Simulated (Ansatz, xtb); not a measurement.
Isomers of C5H4NOP in order of energy

6 gas-phase structures of C5H4NOP, from a drawn sample of its isomers (lower ones may exist). Each was relaxed with GFN2-xTB; where two conformers were screened, the lower at r2SCAN-D4/def2-SVP is listed:

A. `CC1=CP=C(C#N)O1`, a singlet
B. `O=CC1=NC=CC=P1`, a singlet
C. `O=CC1=PC=NC=C1`, a singlet
D. `O=CC1=NC=PC=C1`, a singlet
E. `CC1=PC=C(C#N)O1`, a singlet
F. `O=CC1=NC=CP=C1`, a singlet

Problem. Which do you expect lowest at r2SCAN-D4/def2-SVP, and how would the others follow?

Solution. Calculated order at r2SCAN-D4/def2-SVP: F (0.000), D (0.049), B (0.116), C (0.146), A (0.281), E (0.410) eV. Less than 1 kcal/mol parts B and C, so the order within that pair means little.

Energies above the lowest of each column, in eV; the last columns are at PBE-D3(BJ)/def2-SVP geometries (a dash: not run or not comparable):

| structure | GFN2-xTB | HF/STO-3G | r2SCAN-D4/def2-SVP | PBE-D3(BJ)/def2-SVP | CCSD(T)/def2-SVP + ΔMP2/def2-TZVPP |
| --- | --- | --- | --- | --- | --- |
| F | 0.188 | 1.079 | 0.000 | 0.000 | 0.000 |
| D | 0.179 | 1.133 | 0.049 | 0.027 | 0.079 |
| B | 0.129 | 1.215 | 0.116 | 0.062 | 0.118 |
| C | 0.187 | 1.236 | 0.146 | 0.109 | 0.174 |
| A | 0.000 | 0.000 | 0.281 | 0.263 | 0.121 |
| E | 0.143 | 0.173 | 0.410 | 0.340 | – |

CCSD(T)/def2-SVP + ΔMP2/def2-TZVPP puts F lowest of those it was run on; GFN2-xTB picks A, HF/STO-3G picks A. CCSD(T)/def2-SVP + ΔMP2/def2-TZVPP orders those it was run on as F (0.000), D (0.079), B (0.118), A (0.121), C (0.174) eV. Less than 1 kcal/mol parts D and B; B and A, so the order within those pairs means little. Flexible structures stand in one conformer each, not always the lowest. Frequencies (GFN2-xTB) were run for A, B, C, D, F alone. ΔMP2 is the change of the MP2 energy from the smaller to the larger basis.

Over these structures GFN2-xTB departs from r2SCAN-D4/def2-SVP by 0.163 eV on average once a common shift is removed. A GFN2-xTB relaxation took about 0.077 s and the r2SCAN-D4/def2-SVP energy about 1.9 s on a shared host (Ansatz 0.2.0, xtb 6.7.1).
